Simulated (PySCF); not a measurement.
**Telling isomers of C4H6F2O apart by NMR**

No solvent model, rapidly exchanging positions averaged, one computed conformer, non-relativistic. GFN2-xTB structure; GIAO PBE0/pcSseg-1 shieldings; PySCF 2.14.

Shifts are taken against calculated references (same method and geometry level): ¹H and ¹³C vs TMS. Splittings of carbon signals by F and P are missing where no couplings were computed. Where no couplings were computed, multiplicities follow the n + 1 count of equivalent neighbours, and m marks all less simple cases (inequivalent or close neighbours, rings, F or P nearby). Shifts are as computed. Against solution values, carbons near 30 ppm lie about +3 ppm off and those near 130 ppm about +5 ppm (rms about the fit 2.1 ppm; single classes can miss by 10 ppm). Of 1328 compounds with measured shifts, 309 miss one by over three times the rms of a fit or turn the order of signals round; such compounds aren't used in these exercises. Signals without a measured value on file couldn't be tested in this way; 1H shifts scatter by 0.2 ppm about their fit, and single ones miss by 0.5 ppm.

(1) Tabulate the signals of `CC(C)(F)C(=O)F`, `CO/C=C/C(F)F` and their relative energies.

(2) What is the quickest way to tell CC(C)(F)C(=O)F from CO/C=C/C(F)F?

Answers

(1) 
```json
{"SMILES": "CC(C)(F)C(=O)F", "carbon types": "2×C 2×CH3", "δC": "170.8, 93.8, 27.0", "δH": "1.71 (m, 6H)", "E rel. (kcal/mol)": "0.0"}
{"SMILES": "CO/C=C/C(F)F", "carbon types": "3×CH 1×CH3", "δC": "162.6, 119.2, 99.3, 56.3", "δH": "7.40 (m, 1H), 6.63 (m, 1H), 4.59 (m, 1H), 3.75 (s, 3H)", "E rel. (kcal/mol)": "33.2"}
```

Energies are electronic energies at PBE0/pcSseg-1 on these geometries, without zero-point or thermal terms, each for the one conformer computed, which needn't be the lowest.

(2) Count the carbon signals: 3 against 4. The first has a carbonyl carbon (C) at 170.8 ppm, the second an alkene carbon bearing oxygen (CH) at 162.6 ppm. In the proton spectra the most deshielded non-exchanging signals are 1.71 (m, 6H) and 7.40 (m, 1H).
